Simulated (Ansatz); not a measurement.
`[Br][GeH2][Br]` + HCl → `[Cl][GeH2][Br]` + HBr at 600 K and 1 bar (ligand exchange at a Ge–Br bond).

Isolated molecules relaxed with PBE0-D4/def2-TZVP in Ansatz; ΔE leaves out vibrations. CCSD(T)/CBS adds triple-zeta CCSD(T) − MP2 to the extrapolated MP2 energy (def2 sets, frozen cores). This one scheme is used for every species. For Br, Ge outer-core shells are correlated without core-valence functions, which leaves a few kJ/mol of doubt a bond. Scalar relativity is left out up to krypton.

```tsv
species	CCSD(T)/CBS energy (Eh)	H − E (kJ/mol)	S (J/(mol·K))
`[Br][GeH2][Br]`	-7224.02757	86.2	379.3
HCl	-460.38127	35.4	207.2
`[Cl][GeH2][Br]`	-5110.48619	86.6	372.7
HBr	-2573.91920	33.5	219.1
```

H − E and S are ideal-gas, rigid-rotor, harmonic terms from PBE0-D4/def2-TZVP. 1 Eh = 2625.50 kJ/mol, R = 8.31446 J/(mol·K).

Q: By hand: ΔE, ΔH, ΔS and ΔG.

A: ΔE = (-5110.48619) + (-2573.91920) − (-7224.02757) − (-460.38127) = 0.00345 Eh = 9.1 kJ/mol. Δ(H − E) = 86.6 + 33.5 − 86.2 − 35.4 = -1.5, so ΔH = 7.6 kJ/mol. ΔS = 372.7 + 219.1 − 379.3 − 207.2 = 5.3 J/(mol·K). ΔG = 7.6 − 600 × (5.3)/1000 = 4.4 kJ/mol.

Q: By hand: the equilibrium constant, and the temperature at which ΔG would vanish if ΔH and ΔS stayed fixed.

A: log₁₀ K = −ΔG/(RT ln 10) = -0.4. ΔG = 0 at ΔH/ΔS = 1434 K, though so small a ΔH makes that figure unsure.

TΔS isn't small against ΔH here. The sign of ΔG lies within the doubt. A doubt of 5 kJ/mol in ΔE shifts log₁₀ K by 0.4 here. These are equilibria of isolated gas molecules and say nothing of rates. Largest T1 diagnostic: 0.009 (customary marks: 0.02 for closed shells, 0.045 for open ones).
